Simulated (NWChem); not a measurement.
System: C$_{3}$H$_{9}$Si cation

Excerpt of the output:

```
             Northwest Computational Chemistry Package (NWChem) 7.3.0
             --------------------------------------------------------

                             Geometry "geometry" -> ""
                             -------------------------

 Output coordinates in angstroms (scale by  1.889725989 to convert to a.u.)

  No.       Tag          Charge          X              Y              Z
 ---- ---------------- ---------- -------------- -------------- --------------
    1 C                    6.0000     1.61147900     0.89677300    -0.00155600
    2 Si                  14.0000    -0.00009700    -0.00005800     0.00055100
    3 C                    6.0000    -0.02913900    -1.84414300     0.00043600
    4 C                    6.0000    -1.58242300     0.94742800     0.00152800
    5 H                    1.0000     2.47225200     0.22284600    -0.03176100
    6 H                    1.0000     1.68710400     1.53027900     0.89481300
    7 H                    1.0000     1.66100500     1.58118600    -0.86092100
    8 H                    1.0000     0.49637700    -2.22670500    -0.88708000
    9 H                    1.0000    -1.04346000    -2.25271700     0.01547300
   10 H                    1.0000     0.52481700    -2.22881700     0.86929300
   11 H                    1.0000    -2.16890100     0.69524300    -0.89460400
   12 H                    1.0000    -2.20012100     0.64939900     0.86115100
   13 H                    1.0000    -1.42889800     2.02986100     0.03025200

 Effective nuclear repulsion energy (a.u.)     165.2456212349

                                 NWChem DFT Module
                                 -----------------

 Summary of "ao basis" -> "ao basis" (spherical)
 ------------------------------------------------------------------------------
       Tag                 Description            Shells   Functions and Types
 ---------------- ------------------------------  ------  ---------------------
 C                           6-31g*                  6       14   3s2p1d
 Si                          6-31g*                  8       18   4s3p1d
 H                           6-31g*                  2        2   2s

 in cosmo_initialize ...
 calling solv_data for solv:dmf

 solvent parameters
 solvname_short: dmf
 solvname_long:  N,N-dimethylformamide
 dielec:       37.2190
 dielecinf:     2.0463
 nonaqueous SMD model solvent descriptors
 dielec:       37.2190
 sola:          0.0000
 solb:          0.7400
 solc:          0.0000
 solg:         49.5600
 solh:          0.0000
 soln:          1.4305

          ---------------
          -cosmo- solvent
          ---------------
 Cosmo: York-Karplus, doi: 10.1021/jp992097l
 dielectric constant -eps-     =  37.22
 screen = (eps-1)/(eps    )    =   0.97313
 surface charge correction     = lagrangian

   van der Waals surface
 --------------------------

[...]

                                COSMO-SMD solvation results
                                ---------------------------

             internal energy in gas <Psi(g)|H|Psi(g)> =      -408.681354567396
         internal energy in solvent <Psi(s)|H|Psi(s)> =      -408.680886340254
                               delta internal energy  =         0.000468227142 (    0.29 kcal/mol)
   total free energy in solvent <Psi(s)|H+V/2|Psi(s)> =      -408.771726650254
 polarization energy contribution <Psi(s)|V/2|Psi(s)> =        -0.090840310000 (  -57.00 kcal/mol)
    total free energy in solvent including G(SMD-CDS) =      -408.770144253689
                       G(SMD-CDS) energy contribution =         0.001582396565 (    0.99 kcal/mol)
     1 M fixed-concentration free energy of solvation =        -0.088789686293 (  -55.72 kcal/mol)

                       DFT Final Molecular Orbital Analysis
                       ------------------------------------

 Vector   18  Occ=2.000000D+00  E=-4.274729D-01
              MO Center= -3.2D-04,  4.5D-03,  3.4D-03, r^2= 5.4D+00
   Bfn.  Coefficient  Atom+Function         Bfn.  Coefficient  Atom+Function
  ----- ------------  ---------------      ----- ------------  ---------------
    35      0.266818   3 C  px                4      0.233070   1 C  py
    50     -0.230721   4 C  py               61     -0.158753   5 H  s
    69     -0.158466   9 H  s                77     -0.158874  13 H  s
    39      0.151418   3 C  px               49     -0.135804   4 C  px
     8      0.134107   1 C  py                3     -0.131509   1 C  px

 Vector   19  Occ=2.000000D+00  E=-3.700563D-01
              MO Center= -4.7D-01, -1.9D-01, -4.0D-04, r^2= 3.5D+00
   Bfn.  Coefficient  Atom+Function         Bfn.  Coefficient  Atom+Function
  ----- ------------  ---------------      ----- ------------  ---------------
    22      0.328830   2 Si py               36     -0.308500   3 C  py
    49      0.272234   4 C  px               21     -0.213817   2 Si px
    50     -0.207166   4 C  py               40     -0.181807   3 C  py
    53      0.161395   4 C  px               18     -0.132320   2 Si py
    54     -0.118286   4 C  py               77     -0.096429  13 H  s

 Vector   20  Occ=2.000000D+00  E=-3.700127D-01
              MO Center=  4.7D-01,  1.9D-01,  1.4D-03, r^2= 3.5D+00
   Bfn.  Coefficient  Atom+Function         Bfn.  Coefficient  Atom+Function
  ----- ------------  ---------------      ----- ------------  ---------------
    21     -0.328958   2 Si px                3      0.315700   1 C  px
    22     -0.213814   2 Si py               36      0.213678   3 C  py
     4      0.201388   1 C  py               49      0.192897   4 C  px
     7      0.180697   1 C  px               17      0.132356   2 Si px
     8      0.126511   1 C  py               40      0.124559   3 C  py

 Vector   21  Occ=0.000000D+00  E=-1.025239D-01
              MO Center=  4.4D-05, -3.6D-04,  1.1D-03, r^2= 2.9D+00
   Bfn.  Coefficient  Atom+Function         Bfn.  Coefficient  Atom+Function
  ----- ------------  ---------------      ----- ------------  ---------------
    23      0.676240   2 Si pz               27      0.482872   2 Si pz
    19     -0.235514   2 Si pz               64     -0.170185   6 H  s
    74      0.170291  11 H  s                68      0.168384   8 H  s
    72     -0.165876  10 H  s                66      0.163774   7 H  s
    76     -0.163257  12 H  s                63     -0.086598   6 H  s

 Vector   22  Occ=0.000000D+00  E= 1.563454D-02
              MO Center= -9.8D-04, -3.4D-03, -2.9D-03, r^2= 4.4D+00
   Bfn.  Coefficient  Atom+Function         Bfn.  Coefficient  Atom+Function
  ----- ------------  ---------------      ----- ------------  ---------------
    24      1.660573   2 Si s                38     -0.857599   3 C  s
     6     -0.853101   1 C  s                52     -0.854844   4 C  s
     7      0.315165   1 C  px               40     -0.311118   3 C  py
    54      0.236803   4 C  py               53     -0.221360   4 C  px
    64      0.191207   6 H  s                74      0.190215  11 H  s

 Vector   23  Occ=0.000000D+00  E= 7.524182D-02
              MO Center= -3.6D-02, -1.5D-01, -2.2D-03, r^2= 5.2D+00
   Bfn.  Coefficient  Atom+Function         Bfn.  Coefficient  Atom+Function
  ----- ------------  ---------------      ----- ------------  ---------------
    25      1.189950   2 Si px                6     -1.068178   1 C  s
    52      0.926960   4 C  s                70      0.542593   9 H  s
    78     -0.492952  13 H  s                21      0.343223   2 Si px
    72     -0.316290  10 H  s                68     -0.294949   8 H  s
    66      0.272708   7 H  s                64      0.254267   6 H  s

     Multipole analysis of the density
     ---------------------------------

     L   x y z        total         alpha         beta         nuclear
     -   - - -        -----         -----         ----         -------
     0   0 0 0      1.000000    -20.000000    -20.000000     41.000000

     1   1 0 0      0.002181      0.002679      0.002679     -0.003177
     1   0 1 0      0.001754      0.000772      0.000772      0.000210
     1   0 0 1     -0.001243     -0.007026     -0.007026      0.012809

     2   2 0 0    -17.962383   -108.122847   -108.122847    198.283310
     2   1 1 0      0.000440      0.008572      0.008572     -0.016705
     2   1 0 1      0.031095      0.062524      0.062524     -0.093954
     2   0 2 0    -17.938112   -108.126201   -108.126201    198.314291
     2   0 1 1      0.006251      0.006637      0.006637     -0.007023
     2   0 0 2    -20.348387    -18.438620    -18.438620     16.528854
```

Level: PBE0/6-31G* (spherical d), SMD on the gas-phase geometry. Structure relaxed at the B3LYP/6-31G* (spherical d) level. Solvent: N,N-dimethylformamide.

Q: Reconstruct the input file.

A: One answer among several that fit: the input that was run:
```
start job
memory heap 200 mb stack 900 mb global 1100 mb
charge 1
geometry units angstroms noautosym nocenter noautoz
  C      1.611479     0.896773    -0.001556
  Si    -0.000097    -0.000058     0.000551
  C     -0.029139    -1.844143     0.000436
  C     -1.582423     0.947428     0.001528
  H      2.472252     0.222846    -0.031761
  H      1.687104     1.530279     0.894813
  H      1.661005     1.581186    -0.860921
  H      0.496377    -2.226705    -0.887080
  H     -1.043460    -2.252717     0.015473
  H      0.524817    -2.228817     0.869293
  H     -2.168901     0.695243    -0.894604
  H     -2.200121     0.649399     0.861151
  H     -1.428898     2.029861     0.030252
end
basis spherical
  C library 6-31g*
  Si library 6-31g*
  H library 6-31g*
end
dft
  xc pbe0
  iterations 150
end
cosmo
  do_cosmo_smd true
  solvent dmf
end
task dft energy
```
